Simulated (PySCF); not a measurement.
## Tin: a sound run and one with changed settings

Sound run: Sn [Kr] 4d10 5s2 5p2, Sn⁺ [Kr] 4d10 5s2 5p1. All numbers are calculated (PySCF 2.14, a scalar-relativistic core potential, in cc-pVDZ-PP with ECP28MDF (4s3p2d, 23 functions)). The sound run starts from symmetry-adapted Hartree-Fock orbitals and uses a fine grid where one is needed.

Changed run: 6 angular points. This setting is unsound on purpose.

| species | method | sound run (hartree) | changed run (hartree) | converged |
| --- | --- | --- | --- | --- |
| Sn | UHF | -213.33481 | -213.33481 | yes |
| Sn | M06-L | -214.39162 | -214.97510 | no |
| Sn | TPSS | -214.15535 | -214.78405 | yes |
| Sn⁺ | UHF | -213.08277 | -213.08277 | yes |
| Sn⁺ | M06-L | -214.13409 | -214.86239 | no |
| Sn⁺ | TPSS | -213.88921 | -214.51424 | yes |

Ionisation energy of Sn:

| method | sound run (eV) | changed run (eV) |
| --- | --- | --- |
| UHF | 6.858 | 6.858 |
| TPSS | 7.242 | 7.342 |

A coarse angular grid integrates products of high-l functions wrongly, so density functionals can shift, and the SCF can exploit the error; Hartree-Fock and MP2 need no grid.

For comparison, NIST gives 7.344 eV between the lowest levels.
